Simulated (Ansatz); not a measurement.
Gas-phase electronic energies from Ansatz, PBE0-D4/def2-TZVP geometries. CCSD(T)/CBS adds triple-zeta CCSD(T) − MP2 to the extrapolated MP2 energy (def2 sets, frozen cores). This one scheme is used for every species. Each species was taken in one conformer, which may not be the lowest.

Consider the ligand exchange at the Si–Cl bond: `O[Si](O)(Cl)[SiH](Cl)Cl` + H–F → `O[Si](O)(Cl)[SiH](F)Cl` + HCl.

```csv
level,ΔE (eV)
HF/def2-TZVPP,-0.53
HF/def2-QZVPP,-0.55
```

Task: What does CCSD(T)/CBS give? (Best estimate.)

Result: Ansatz gave: -0.34 eV. The listed levels differ from it by -0.19, -0.21 eV.

Largest T1 diagnostic among the species: 0.011.

In def2-TZVPP, CCSD(T) changes the Hartree–Fock value by +0.14 eV (the triples alone add +0.03 eV) and MP2 by +0.22 eV. The D4 term adds +0.09 eV with B3LYP and +0.05 eV with PBE0; it sums over pairs of atoms, weighted by their polarisabilities, and B3LYP, whose exchange is more repulsive, gets the larger term.

B3LYP here is the variant with VWN-RPA as its local correlation; programs differ in this.
